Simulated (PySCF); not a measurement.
## Solvent effects on NMR parameters

Molfile (atoms numbered from 1):
```
C6H12S2
     RDKit          3D

 20 20  0  0  0  0  0  0  0  0999 V2000
   -1.0930   -1.2256    0.3095 C   0  0  0  0  0  0  0  0  0  0  0  0
   -1.3303    0.2546    0.0533 C   0  0  0  0  0  0  0  0  0  0  0  0
   -2.2897    0.4757   -1.1106 C   0  0  0  0  0  0  0  0  0  0  0  0
   -0.0339    1.0471   -0.1739 C   0  0  0  0  0  0  0  0  0  0  0  0
    0.9909    1.1058    1.3515 S   0  0  0  0  0  0  0  0  0  0  0  0
    2.5508    0.5295    0.6205 C   0  0  0  0  0  0  0  0  0  0  0  0
    2.2157   -0.4067   -0.5217 C   0  0  0  0  0  0  0  0  0  0  0  0
    0.9964    0.4430   -1.5599 S   0  0  0  0  0  0  0  0  0  0  0  0
   -0.6530   -1.7029   -0.5809 H   0  0  0  0  0  0  0  0  0  0  0  0
   -2.0410   -1.7373    0.5328 H   0  0  0  0  0  0  0  0  0  0  0  0
   -0.4138   -1.3736    1.1617 H   0  0  0  0  0  0  0  0  0  0  0  0
   -1.7853    0.6943    0.9610 H   0  0  0  0  0  0  0  0  0  0  0  0
   -3.2423   -0.0476   -0.9388 H   0  0  0  0  0  0  0  0  0  0  0  0
   -2.5120    1.5443   -1.2573 H   0  0  0  0  0  0  0  0  0  0  0  0
   -1.8553    0.0868   -2.0459 H   0  0  0  0  0  0  0  0  0  0  0  0
   -0.2942    2.0827   -0.4430 H   0  0  0  0  0  0  0  0  0  0  0  0
    3.1165    0.0198    1.4164 H   0  0  0  0  0  0  0  0  0  0  0  0
    3.1388    1.3871    0.2605 H   0  0  0  0  0  0  0  0  0  0  0  0
    1.8152   -1.3627   -0.1525 H   0  0  0  0  0  0  0  0  0  0  0  0
    3.0932   -0.6114   -1.1542 H   0  0  0  0  0  0  0  0  0  0  0  0
  1  2  1  0
  2  3  1  0
  2  4  1  0
  4  5  1  0
  5  6  1  0
  6  7  1  0
  7  8  1  0
  8  4  1  0
  1  9  1  0
  1 10  1  0
  1 11  1  0
  2 12  1  0
  3 13  1  0
  3 14  1  0
  3 15  1  0
  4 16  1  0
  6 17  1  0
  6 18  1  0
  7 19  1  0
  7 20  1  0
M  END
```

GIAO PBE0/pcSseg-1 in PySCF on one PBE0-D3(BJ)/def2-SVP conformer, non-relativistic, equivalent nuclei averaged. Solvents enter as an IEF-PCM continuum (benzene with ε = 2.3, water with ε = 78.4) around the gas-phase geometry. Shifts are referred to TMS, CS2 computed in the same medium.

Gas phase, δ in ppm: C4 68.2, C6/C7 43.9, C2 37.2, C1/C3 19.7, S5/S8 41.3, H16 4.40, H17/H19 2.80, H18/H20 2.77, H12 1.44, H9/H10/H11/H13/H14/H15 0.99. Dipole moment 1.04 D.

Problem. How does each δ change in the continuum?

Solution. 
| atoms | environment | Δδ, benzene | Δδ, water |
| --- | --- | --- | --- |
| C4 | sp3 CH bonded to 2 S | +0.4 | +0.8 |
| C6/C7 | sp3 CH2 bonded to S | +0.5 | +1.2 |
| C2 | sp3 CH | +0.4 | +0.9 |
| C1/C3 | methyl carbon | +0.3 | +0.6 |
| S5/S8 | sulfide sulfur | -6.0 | -13.8 |
| H16 | hydrogen on an sp3 CH bonded to 2 S | +0.09 | +0.20 |
| H17/H19 | hydrogen on an sp3 CH2 bonded to S | +0.08 | +0.21 |
| H18/H20 | hydrogen on an sp3 CH2 bonded to S | +0.09 | +0.19 |
| H12 | hydrogen on an sp3 CH | +0.04 | +0.09 |
| H9/H10/H11/H13/H14/H15 | hydrogen on a methyl carbon | -0.01 | -0.02 |

Changes are relative to the gas phase. The dipole moment becomes 1.20 D in benzene, 1.42 D in water.

Problem. Which nuclei move most (in ppm), and what does the model miss?

Solution. S5/S8 (sulfide sulfur, -13.8 ppm) in water. A continuum only polarises the solute; specific hydrogen bonds, the anisotropy of aromatic solvents and changes of geometry or conformer are outside it.
